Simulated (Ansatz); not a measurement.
Start from `[SiH3][CH2][SbH2]` and change one atom or group to get `[SiH3]C[SeH]`.

Ansatz, PBE0-D4/def2-TZVP geometries, multiplicity 1. Each molecule was computed in one conformer, which needn't be the lowest.

Elements past krypton have def2 core potentials. Scalar relativity is left out up to krypton.

```json
{"property": "HOMO–LUMO gap (PBE0/def2-TZVPP) / eV", "`[SiH3][CH2][SbH2]`": "6.55"}
{"property": "size of the dipole moment (PBE/def2-TZVPP) / D", "`[SiH3][CH2][SbH2]`": "1.07"}
{"property": "HOMO energy (ωB97M-V/def2-TZVPP) / eV", "`[SiH3][CH2][SbH2]`": "-9.14"}
{"property": "size of the dipole moment (ωB97M-V/def2-TZVPP) / D", "`[SiH3][CH2][SbH2]`": "1.05"}
{"property": "HOMO–LUMO gap (PBE/def2-TZVPP) / eV", "`[SiH3][CH2][SbH2]`": "4.81"}
{"property": "HOMO energy (PBE0/def2-TZVPP) / eV", "`[SiH3][CH2][SbH2]`": "-7.08"}
```

Question: Give the same properties after the change, and the shifts. (Best estimate.)

Answer: Computed: 
```json
{"property": "HOMO–LUMO gap (PBE0/def2-TZVPP) / eV", "`[SiH3]C[SeH]`": "6.32", "shift": "-0.23"}
{"property": "size of the dipole moment (PBE/def2-TZVPP) / D", "`[SiH3]C[SeH]`": "0.95", "shift": "-0.12"}
{"property": "HOMO energy (ωB97M-V/def2-TZVPP) / eV", "`[SiH3]C[SeH]`": "-8.80", "shift": "0.34"}
{"property": "size of the dipole moment (ωB97M-V/def2-TZVPP) / D", "`[SiH3]C[SeH]`": "0.98", "shift": "-0.07"}
{"property": "HOMO–LUMO gap (PBE/def2-TZVPP) / eV", "`[SiH3]C[SeH]`": "4.30", "shift": "-0.51"}
{"property": "HOMO energy (PBE0/def2-TZVPP) / eV", "`[SiH3]C[SeH]`": "-6.60", "shift": "0.48"}
```

With PBE0 the HOMO rises by 0.48 eV and the LUMO rises by 0.26 eV, so the gap narrows by about 0.22 eV. PBE moves the HOMO by 0.63 eV and ωB97M-V by 0.34 eV. The zero-point energy changes by -13.6 kJ/mol with -3 modes. Dipoles are sizes alone; their direction can turn.

Spin–orbit coupling is left out; it splits and shifts lone-pair levels of the heavy atoms by tenths of an eV.
